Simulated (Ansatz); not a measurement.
CH$_{3}$F$_{2}$OSc (`C[O][Sc]([F])[F]`) at its PBE0-D4/def2-TZVP geometry, where that method's forces vanish. Total charge 0; spin multiplicity 1.

```xyz
8

C    -1.1311    0.8277    0.4548
O    -0.0658    0.0417    0.0353
Sc    1.3540   -0.9905   -0.5403
F     1.2827   -2.8348   -0.3927
F     2.8468   -0.1861   -1.2833
H    -1.1375    1.7904   -0.0686
H    -2.0860    0.3249    0.2646
H    -1.0630    1.0268    1.5302
```

Task: What forces (eV/Å) does B3LYP-D4/def2-TZVPP give on these atoms in Ansatz? (Best estimate.)

Result: The calculation gave: 
```
C1  -0.307  0.226  0.123
O2   0.041 -0.033 -0.013
Sc3  0.014 -0.011 -0.005
F4  -0.015 -0.290  0.026
F5   0.233  0.131 -0.116
H6  -0.006 -0.047  0.028
H7   0.046  0.030  0.010
H8  -0.008 -0.007 -0.053
```

B3LYP here is the variant with VWN-RPA as its local correlation; programs differ in this.
